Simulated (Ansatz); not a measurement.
Input for Ansatz (an electronic-structure program): R-PBE/def2-TZVPP on C5H12 (SMILES CCCCC), a point of a torsion scan.

Ansatz 0.2 input:
```yaml
crystal:
  periodic: [false, false, false]
  atoms:
    - {symbol: C, position_ang: [2.24843916, 0.90458501, 0.80831523]}
    - {symbol: C, position_ang: [0.97792911, 0.06057318, 0.78334714]}
    - {symbol: C, position_ang: [0.30508308, -0.15892010, -0.59346012]}
    - {symbol: C, position_ang: [0.96933357, 0.48192922, -1.81693593]}
    - {symbol: C, position_ang: [2.08029771, -0.37889351, -2.41017523]}
    - {symbol: H, position_ang: [3.02460847, 0.48074187, 0.17895293]}
    - {symbol: H, position_ang: [2.62744025, 0.94702411, 1.82789384]}
    - {symbol: H, position_ang: [2.05352802, 1.92418360, 0.48453251]}
    - {symbol: H, position_ang: [1.22139063, -0.91495936, 1.21083331]}
    - {symbol: H, position_ang: [0.25478890, 0.52647838, 1.45576242]}
    - {symbol: H, position_ang: [0.21748795, -1.23044942, -0.78165993]}
    - {symbol: H, position_ang: [-0.71346915, 0.23151700, -0.53148447]}
    - {symbol: H, position_ang: [0.20421824, 0.62113874, -2.58492994]}
    - {symbol: H, position_ang: [1.35673603, 1.46862515, -1.56706338]}
    - {symbol: H, position_ang: [2.53474521, 0.12184441, -3.26267588]}
    - {symbol: H, position_ang: [2.85832638, -0.58333561, -1.67997490]}
    - {symbol: H, position_ang: [1.67796565, -1.33162831, -2.74909449]}
basis:
  gaussian:
    orbitals: def2-TZVPP
hamiltonian:
  xc: {name: PBE}
scf: {lower_state_search: off}
```

Q: Predict the final total energy.

A: -197.5325 hartree.
